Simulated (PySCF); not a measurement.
**Choosing a basis for TDDFT**

C₂H₇NOSSi.
SMILES: `CS[SiH2]NC=O`

TDDFT with PBE0 (PySCF), vertical singlets, core orbitals frozen in the response, spherical d and f functions. Geometry: PBE0-D3(BJ)/def2-SVP, one conformer, isolated molecule.

Problem. Compare 6-31G*, def2-SVP, 6-31+G*, def2-SVPD, aug-cc-pVDZ and def2-TZVP for this molecule.

Solution. 

```csv
basis,functions,diffuse,S1 (eV),S2 (eV),S3 (eV),S4 (eV),S5 (eV),LUMO (eV),α (au)
6-31G*,106,no,5.58,5.73,6.53,6.77,6.82,0.18,67.9
def2-SVP,127,no,5.65,5.68,6.42,6.86,6.90,0.23,69.3
6-31+G*,130,yes,5.29,5.69,6.08,6.27,6.46,-0.42,77.0
def2-SVPD,190,yes,5.38,5.60,6.15,6.24,6.67,-0.27,84.6
aug-cc-pVDZ,209,yes,5.28,5.58,5.91,6.14,6.30,-0.46,86.0
def2-TZVP,240,no,5.35,5.62,6.25,6.57,6.70,-0.16,79.4
```

States are compared by their number. Against the largest diffuse basis here (aug-cc-pVDZ, itself not a converged limit), sets without diffuse functions differ by up to 0.37 eV in S1 and 0.60 eV in S5; the smaller diffuse sets differ by up to 0.10 and 0.37 eV. State by state, the largest deviation of a set without diffuse functions is S1 0.37, S2 0.15, S3 0.63, S4 0.72, S5 0.60 eV. The same number needn't mean the same state in each row. Against aug-cc-pVDZ the polarisability deviates by -21% in 6-31G*, -19% in def2-SVP, -10% in 6-31+G*, -2% in def2-SVPD, -8% in def2-TZVP. A single + in a Pople set puts diffuse functions on heavy atoms only.
